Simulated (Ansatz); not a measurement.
This geometry of CH6Ge (8 atoms, charge 0, multiplicity 1) is a first-order saddle point.

Computed with Ansatz, RKS B3LYP-D4/def2-SVP.

```xyz
8
Properties=species:S:1:pos:R:3
Ge 0.281 0.013 -0.485
C 1.052 -0.003 1.766
H 0.117 -0.301 2.253
H 1.851 -0.721 1.989
H 1.342 1.021 2.024
H 1.672 -0.016 0.202
H -0.548 1.260 -0.096
H -0.555 -1.253 -0.172
```

Task: Which two structures does it join? (They come from a converged band through this point; their orientation in space is the band's.)

Result: Bonds broken: Ge1–C2, Ge1–H6. Bonds formed: C2–H6. CH6Ge becomes CH4 + GeH2.

Image 0:

```xyz
8
Properties=species:S:1:pos:R:3
Ge 0.402 0.013 0.045
C 0.932 -0.015 1.938
H 0.047 -0.129 2.581
H 1.617 -0.855 2.130
H 1.443 0.922 2.205
H 1.646 0.163 -0.858
H -0.551 1.197 -0.229
H -0.323 -1.298 -0.330
```

Image 8:

```xyz
8
Properties=species:S:1:pos:R:3
Ge 0.100 -0.002 -0.979
C 1.326 0.017 1.819
H 0.254 -0.182 1.941
H 1.909 -0.800 2.264
H 1.582 0.978 2.285
H 1.617 0.077 0.746
H -0.824 1.099 -0.274
H -0.752 -1.188 -0.320
```

Task: How far does it lie above each of them?

Result: 252.9 kJ/mol above the first and 132.4 kJ/mol above the second. This is the barrier of this one path; another mechanism may lie lower. The orbitals stay closed-shell, which can raise the energy where a bond breaks towards radicals; this wasn't checked here.

Run time: 2.9 min on 1 thread of Arm Neoverse V1, on a shared host, peak memory 0.15 GiB.
